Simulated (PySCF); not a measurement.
# Correlation energy of C⁺ (carbon, charge +1)

[He] 2s1 2p1 3s1, high-spin 4P determinant (an excited configuration). All numbers are calculated (PySCF 2.14, the non-relativistic Hamiltonian (point nucleus), in aug-cc-pwCVDZ). Frozen: 1s2; 3 electrons correlated.

```json
{"level": "CCSD", "correlation energy (mhartree)": "-10.33"}
{"level": "(T)", "correlation energy (mhartree)": "-0.05"}
{"level": "CCSD(T)", "correlation energy (mhartree)": "-10.38"}
{"level": "CCSDT", "correlation energy (mhartree)": "-10.40"}
{"level": "FCI", "correlation energy (mhartree)": "-10.40"}
```

Diagnostics: T1 = 0.0054, D1 = 0.0123, largest double amplitude 0.050, weight of the Hartree-Fock determinant in FCI 0.9866 (2600 determinants).

The outer electron is Rydberg-like, and this basis confines it to a smaller radius and binds it less than a complete one would.

Cost of the coupled-cluster step: about 0.22 core-seconds, for 3 correlated electrons.
